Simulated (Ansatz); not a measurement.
Reaction (formal exchange of groups at a Ge–C bond): `[CH3][Ge]([CH3])([CH3])[CH3]` + `COC(C)(C)C#N` → `[CH3][Ge]([CH3])([CH3])[C]#N` + `COC(C)(C)C`

Isolated molecules relaxed with PBE0-D4/def2-TZVP in Ansatz; ΔE leaves out vibrations. CCSD(T)/CBS adds triple-zeta CCSD(T) − MP2 to the extrapolated MP2 energy (def2 sets, frozen cores). DFT in def2-TZVPP. For Ge outer-core shells are correlated without core-valence functions, which leaves a few kJ/mol of doubt a bond. Scalar relativity is left out up to krypton. One conformer a species, not always the lowest.

`[CH3][Ge]([CH3])([CH3])[CH3]`:

Cartesian coordinates in Å:
```
C 1.095 0.023 1.624
Ge 0.000 0.000 0.000
C -1.450 -1.300 0.209
C 1.113 -0.504 -1.531
C -0.758 1.781 -0.302
H 0.493 0.304 2.490
H 1.526 -0.962 1.812
H 1.912 0.741 1.527
H -2.074 -1.328 -0.686
H -2.083 -1.038 1.059
H -1.048 -2.301 0.377
H 0.520 -0.526 -2.448
H 1.548 -1.494 -1.382
H 1.927 0.211 -1.667
H 0.035 2.522 -0.422
H -1.374 1.790 -1.203
H -1.383 2.081 0.542
```

`COC(C)(C)C#N`:

Cartesian coordinates in Å:
```
C -0.669 -0.579 1.849
O -0.955 0.180 0.697
C -0.057 0.045 -0.382
C -0.633 0.893 -1.505
C 1.360 0.489 -0.027
C -0.017 -1.370 -0.822
N 0.018 -2.469 -1.155
H -1.523 -0.457 2.514
H -0.554 -1.644 1.613
H 0.231 -0.226 2.364
H -0.023 0.810 -2.404
H -0.655 1.934 -1.179
H -1.650 0.573 -1.732
H 1.806 -0.149 0.736
H 1.998 0.452 -0.910
H 1.322 1.516 0.342
```

`[CH3][Ge]([CH3])([CH3])[C]#N`:

```xyz
15

C     0.737    0.780    1.577
Ge   -0.157    0.016    0.027
C     0.211    1.001   -1.610
C     0.170   -1.893   -0.160
C    -2.066    0.207    0.355
N    -3.197    0.321    0.550
H     1.819    0.704    1.455
H     0.449    0.247    2.483
H     0.470    1.831    1.690
H    -0.364    0.589   -2.439
H     1.273    0.934   -1.852
H    -0.054    2.052   -1.489
H    -0.406   -2.298   -0.992
H     1.231   -2.071   -0.348
H    -0.116   -2.419    0.752
```

`COC(C)(C)C`:

Cartesian coordinates in Å:
```
C -1.194 0.656 -1.610
O 0.115 0.342 -1.224
C 0.316 -0.085 0.124
C -0.072 1.012 1.108
C 1.810 -0.349 0.199
C -0.457 -1.366 0.414
H -1.143 0.964 -2.655
H -1.618 1.485 -1.030
H -1.873 -0.202 -1.539
H 0.439 1.944 0.856
H -1.148 1.196 1.114
H 0.216 0.726 2.122
H 2.364 0.562 -0.035
H 2.095 -0.686 1.198
H 2.093 -1.116 -0.524
H -0.184 -1.755 1.398
H -0.222 -2.127 -0.333
H -1.536 -1.202 0.416
```

| species | CAM-B3LYP energy (Eh) |
| --- | --- |
| `[CH3][Ge]([CH3])([CH3])[CH3]` | -2236.76495 |
| `COC(C)(C)C#N` | -325.86398 |
| `[CH3][Ge]([CH3])([CH3])[C]#N` | -2289.70216 |
| `COC(C)(C)C` | -272.93803 |

Work out ΔE.

ΔE = (-2289.70216) + (-272.93803) − (-2236.76495) − (-325.86398) = -0.01126 Eh = -0.31 eV. CCSD(T)/CBS gives -0.32 eV.

Largest T1 diagnostic among the species: 0.012.

Leaving LDA and LC-ωPBE aside and taking each functional with its dispersion term where it has one, the values, not all of them listed here, spread over 0.09 eV, from BHLYP-D4 to PBE-D4. In def2-TZVPP, CCSD(T) changes the Hartree–Fock value by +0.05 eV (the triples alone add +0.01 eV) and MP2 by +0.07 eV. From BLYP to BHLYP (50 % exact exchange), in def2-TZVPP and without D4, ΔE moves by −0.06 eV.
